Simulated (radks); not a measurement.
Values are calculated unless marked as measured or tabulated.
Li, 3 electrons, occupied as [He] 2s1. Level of theory: Dirac Kohn-Sham, PBE, spin-unpolarised, spherical densities, finite nucleus; Fermi nuclear charge, rms radius 2.444 fm (a radial shooting solver on a logarithmic mesh with Libxc functionals).

Radial electron density D(r) = 4 pi r^2 rho(r):

r (bohr)  D(r) (e/bohr)
0.03512          0.1758
0.03897          0.2114
0.04359          0.2573
0.04837          0.3078
0.05367          0.3670
0.06003          0.4420
0.06661          0.5231
0.07391          0.6165
0.08266          0.7320
0.09172          0.8538
0.1018           0.9902
0.1129            1.141
0.1263            1.319
0.1402            1.497
0.1555            1.684
0.174             1.891
0.193             2.084
0.2142            2.270
0.2396            2.454
0.2658            2.601
0.2949            2.714
0.3273            2.786
0.3661            2.807
0.4062            2.769
0.4507            2.672
0.5041            2.503
0.5594            2.292
0.6207            2.039
0.6942            1.736
0.7703            1.443
0.8547            1.158
0.9484           0.8948
1.061            0.6520
1.177            0.4725
1.306            0.3403
1.461            0.2484
1.621            0.2033
1.799            0.1887
2.012            0.1976
2.232            0.2183
2.477            0.2417
2.748            0.2607
3.074            0.2701
3.411            0.2650
3.785            0.2459
4.234            0.2120
4.697            0.1726
5.212            0.1314
5.83            0.09067
6.469           0.05956
7.178           0.03618
7.965           0.02015
8.909          0.009614
9.885          0.004320
10.97          0.001724
12.27         0.0005548
13.61         0.0001678

D(r) has 2 maxima, at r = 0.360, 3.12 bohr, and minima at 1.81 bohr, inside which lie 2.05 electrons.
